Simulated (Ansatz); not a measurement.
One change: `C=N[SiH](N)O` becomes `C=N[SiH2]N`.

Ansatz, PBE0-D4/def2-TZVP geometries, multiplicity 1. Each molecule was computed in one conformer, which needn't be the lowest.

```
                                        property  `C=N[SiH](N)O`
              LUMO energy (PBE0/def2-TZVPP) / eV           -0.74
           HOMO–LUMO gap (B3LYP/def2-TZVPP) / eV            5.77
             HOMO–LUMO gap (PBE/def2-TZVPP) / eV            3.69
            HOMO–LUMO gap (PBE0/def2-TZVPP) / eV            6.24
               HOMO energy (PBE/def2-TZVPP) / eV           -5.54
size of the dipole moment (B3LYP/def2-TZVPP) / D            1.54
```

(1) What does the change do to each property? (Estimate.)

Answers

(1) The calculation gave: 
```
                                        property  `C=N[SiH2]N`  shift
              LUMO energy (PBE0/def2-TZVPP) / eV         -0.80  -0.06
           HOMO–LUMO gap (B3LYP/def2-TZVPP) / eV          5.70  -0.07
             HOMO–LUMO gap (PBE/def2-TZVPP) / eV          3.64  -0.05
            HOMO–LUMO gap (PBE0/def2-TZVPP) / eV          6.16  -0.08
               HOMO energy (PBE/def2-TZVPP) / eV         -5.56  -0.02
size of the dipole moment (B3LYP/def2-TZVPP) / D          1.34  -0.20
```

Dipoles are sizes alone; their direction can turn.

B3LYP here is the variant with VWN-RPA as its local correlation; programs differ in this.
